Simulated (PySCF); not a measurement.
## The first ionisation energy along the 3d series

Calculated with PySCF 2.14 from differences of total energies of unrestricted determinants, without spin-orbit coupling. Values in eV. The last column holds reference values (NIST; (s) semi-empirical, (t) theoretical, else measured). Unmarked ones compare directly (S terms, centres of terms, or small fine structure); those marked * lie between the lowest fine-structure levels and include a spin-orbit shift.

```json
{"element": "Sc (pcseg-2, non-relativistic)", "configurations": "[Ar] 3d1 4s2 → [Ar] 3d1 4s1", "UHF": "5.365", "MP2 (valence)": "5.993", "SCS-MP2 (valence)": "6.125", "reference": "6.562"}
{"element": "Ti (pcseg-2, non-relativistic)", "configurations": "[Ar] 3d2 4s2 → [Ar] 3d2 4s1", "UHF": "5.527", "MP2 (valence)": "6.246", "SCS-MP2 (valence)": "6.401", "reference": "6.828"}
{"element": "V (pcseg-2, non-relativistic)", "configurations": "[Ar] 3d3 4s2 → [Ar] 3d4", "UHF": "5.991", "MP2 (valence)": "6.305", "SCS-MP2 (valence)": "6.798", "reference": "6.732"}
{"element": "Cr (pcseg-2, non-relativistic)", "configurations": "[Ar] 3d5 4s1 → [Ar] 3d5", "UHF": "5.924", "MP2 (valence)": "6.366", "SCS-MP2 (valence)": "6.071", "reference": "6.767"}
{"element": "Mn (pcseg-2, non-relativistic)", "configurations": "[Ar] 3d5 4s2 → [Ar] 3d5 4s1", "UHF": "5.973", "MP2 (valence)": "6.873", "SCS-MP2 (valence)": "7.072", "reference": "7.434"}
{"element": "Fe (pcseg-2, non-relativistic)", "configurations": "[Ar] 3d6 4s2 → [Ar] 3d6 4s1", "UHF": "6.370", "MP2 (valence)": "7.348", "SCS-MP2 (valence)": "7.519", "reference": "7.904"}
{"element": "Ni (pcseg-2, non-relativistic)", "configurations": "[Ar] 3d8 4s2 → [Ar] 3d9", "UHF": "7.785", "MP2 (valence)": "6.492", "SCS-MP2 (valence)": "6.716", "reference": "7.640 *"}
{"element": "Cu (pcseg-2, non-relativistic)", "configurations": "[Ar] 3d10 4s1 → [Ar] 3d10", "UHF": "6.410", "MP2 (valence)": "7.303", "SCS-MP2 (valence)": "7.159", "reference": "7.726"}
{"element": "Zn (pcseg-2, non-relativistic)", "configurations": "[Ar] 3d10 4s2 → [Ar] 3d10 4s1", "UHF": "7.656", "MP2 (valence)": "8.885", "SCS-MP2 (valence)": "8.899", "reference": "9.394"}
```

Which of these methods has the smallest mean absolute error against the measured values here?

SCS-MP2 (valence), with 0.429 eV.

| method | elements | mean error (eV) | mean absolute error (eV) | largest error (eV) |
| --- | --- | --- | --- | --- |
| UHF | 8 | -1.266 | 1.266 | -1.738 |
| MP2 (valence) | 8 | -0.504 | 0.504 | -0.582 |
| SCS-MP2 (valence) | 8 | -0.413 | 0.429 | -0.695 |

Errors include the incompleteness of the basis and the frozen core.

"Valence" correlates the outer s and p shells and, in groups 3 to 12 and the f block, the outer d or f shell, open or full, or the next shell where the ion has no valence electron left; the wider scheme adds the next inner shell.
